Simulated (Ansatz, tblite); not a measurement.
Cost and result up the ladder for the cluster Ca₃⁺ (3 atoms). The state is a doublet with charge 1. Geometry: PBE0/def2-TZVP.

```xyz
3

Ca   -2.010   -0.299   -1.258
Ca    0.383   -0.190    2.352
Ca    1.627    0.489   -1.093
```

Ansatz on 4 threads of Arm Neoverse V1 on a shared host; xTB runs through tblite on one thread. Times are rough, summed over both states, and most runs start from the orbitals of an earlier one. RPA@PBE/def2-TZVP serves as the yardstick here, not as an exact answer. The other state is a quartet at its own geometry, which has other bonds, so the gap mixes isomer and spin.

The xTB rows come from tblite. LC-ωPBE has ω = 0.4 bohr⁻¹. Correlated methods freeze 15 core orbitals; core or outer-core shells of Ca are correlated, in sets that lack core-valence functions. The structure comes from a short search, and lower isomers may exist.

Run but left out: HF/def2-TZVP, HF/def2-TZVPP, PBE-QIDH/def2-TZVP, MP2/def2-TZVP, MP2/def2-TZVPP, CCSD/def2-TZVPP, CCSD(T)/def2-TZVPP (doublet: ⟨S²⟩ 0.94 to 1.38, where a pure state has 0.75).

Correlated methods converge slowly with the basis.

xTB has no spin-polarisation term.

```
                       level  functions  wall time
                    GFN1-xTB         27    0.006 s
                    GFN2-xTB         27    0.008 s
       LDA (SPW92)/def2-TZVP        108      2.5 s
               PBE/def2-TZVP        108      5.2 s
           RPA@PBE/def2-TZVP        108      6.4 s
            B2PLYP/def2-TZVP        108       10 s
           LC-ωPBE/def2-TZVP        108       16 s
PBE0/def2-TZVP (with forces)        108       25 s
            r2SCAN/def2-TZVP        108       29 s
           r2SCANh/def2-TZVP        108       36 s
```

(1) Estimate what each level gives for the quartet − doublet (eV).

## Answers

(1) 
```tsv
level	quartet − doublet (eV)	difference from RPA@PBE/def2-TZVP (eV)	remarks
GFN1-xTB	2.74	1.46	–
GFN2-xTB	2.46	1.18	–
LDA (SPW92)/def2-TZVP	0.28	-1.00	–
PBE/def2-TZVP	0.30	-0.98	–
RPA@PBE/def2-TZVP	1.28	0.00	–
B2PLYP/def2-TZVP	0.81	-0.47	spin-contaminated (⟨S²⟩ 0.83) (doublet)
LC-ωPBE/def2-TZVP	0.19	-1.09	spin-contaminated (⟨S²⟩ 0.93) (doublet)
PBE0/def2-TZVP (with forces)	0.39	-0.89	–
r2SCAN/def2-TZVP	0.10	-1.18	spin-contaminated (⟨S²⟩ 1.04) (doublet)
r2SCANh/def2-TZVP	0.16	-1.12	spin-contaminated (⟨S²⟩ 0.97) (doublet)
```
